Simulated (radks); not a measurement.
Results of a calculation; reference values are marked as such.
These are the eigenvalues of the occupied orbitals of an atom or ion with whole-number occupations (eV). Level of theory: scalar-relativistic Kohn-Sham, r2SCAN, spin-polarised, spherical densities, finite nucleus; meta-GGA in the generalised Kohn-Sham scheme; Fermi nuclear charge, rms radius of each element as measured or else 0.836 A^(1/3) + 0.57 fm (a radial shooting solver on a logarithmic mesh with Libxc functionals).

| orbital | eigenvalue |
|---|---|
| 1s down | -69569.79 |
| 1s up | -69569.78 |
| 2s up | -12039.63 |
| 2s down | -12039.36 |
| 2p up | -10528.21 |
| 2p down | -10528.00 |
| 3s up | -2788.120 |
| 3s down | -2788.112 |
| 3p up | -2338.410 |
| 3p down | -2338.381 |
| 3d up | -1820.114 |
| 3d down | -1819.975 |
| 4s up | -586.5510 |
| 4s down | -586.3538 |
| 4p up | -438.3770 |
| 4p down | -438.2055 |
| 4d up | -249.5793 |
| 4d down | -249.3661 |
| 5s up | -88.9033 |
| 5s down | -87.0300 |
| 5p up | -52.8346 |
| 5p down | -50.1232 |
| 4f up | -40.8745 |
| 4f down | -40.4005 |
| 6s up | -13.3606 |
| 5d up | -13.0439 |

Which element is it, and in what charge state? The configuration may be excited. Open shells, if any, are filled with parallel spins first.

Answer. Z = 74, tungsten, charge +1: W+ in [Xe] 4f14 5d4 6s1. The list shows which subshells hold electrons but not how many an open one holds; the 1s level, -2556.6 hartree, gives Z - s = 71.5 by -(Z - s)^2/2, which with screening and relativity narrows Z to a few neighbours, and the depths of the outer levels then fix element, charge and occupations together.
